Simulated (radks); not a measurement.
Values are calculated unless marked as measured or tabulated.
Trend from Lu4+ to Hg4+: ionisation energy by Delta-SCF between NIST ground configurations, and size. Code: a radial shooting solver on a logarithmic mesh with Libxc functionals. Model: scalar-relativistic Kohn-Sham, PBE, spin-polarised, spherical densities, point nucleus; open shells are filled with parallel spins first (spin-orbit coupling, left out, can overturn this in heavy ions).

| species | configuration | IE (eV) | NIST (eV) | kind | -e(HOMO) (eV) | outermost | <r> outermost (bohr) | r at 0.001 e/bohr^3 (bohr) |
|---|---|---|---|---|---|---|---|---|
| Lu4+ | [Xe] 4f13 | 68.557 | 66.8 | semi-emp. | 57.109 (4f) | 5p | 1.32 | 2.90 |
| Hf4+ | [Xe] 4f14 | 69.491 | 68.37 | semi-emp. | 57.917 (4f) | 5p | 1.30 | 2.88 |
| Ta4+ | [Xe] 4f14 5d1 | 47.788 | 48.27 | semi-emp. | 41.587 (5d) | 5d | 1.73 | 3.06 |
| W4+ | [Xe] 4f14 5d2 | 50.748 | 51.6 | semi-emp. | 44.311 (5d) | 5d | 1.66 | 3.14 |
| Re4+ | [Xe] 4f14 5d3 | 53.628 | 52 | theory | 46.963 (5d) | 5d | 1.59 | 3.17 |
| Os4+ | [Xe] 4f14 5d4 | 56.441 | 55 | theory | 49.554 (5d) | 5d | 1.53 | 3.16 |
| Ir4+ | [Xe] 4f14 5d5 | 59.198 | 57 | theory | 52.094 (5d) | 5d | 1.48 | 3.14 |
| Pt4+ | [Xe] 4f14 5d6 | 57.783 | 56 | theory | 50.815 (5d) | 5d | 1.44 | 3.13 |
| Au4+ | [Xe] 4f14 5d7 | 60.864 | 60 | theory | 53.644 (5d) | 5d | 1.39 | 3.11 |
| Hg4+ | [Xe] 4f14 5d8 | 63.845 | 61.2 | exp. | 56.385 (5d) | 5d | 1.34 | 3.07 |

Reference values: NIST Atomic Spectra Database (exp. = measured, semi-emp. = semi-empirical, theory = theoretical value adopted there). Open shells are spherical and high-spin; term and fine-structure splittings are not resolved. Spin-orbit splitting is averaged out at the scalar-relativistic level.
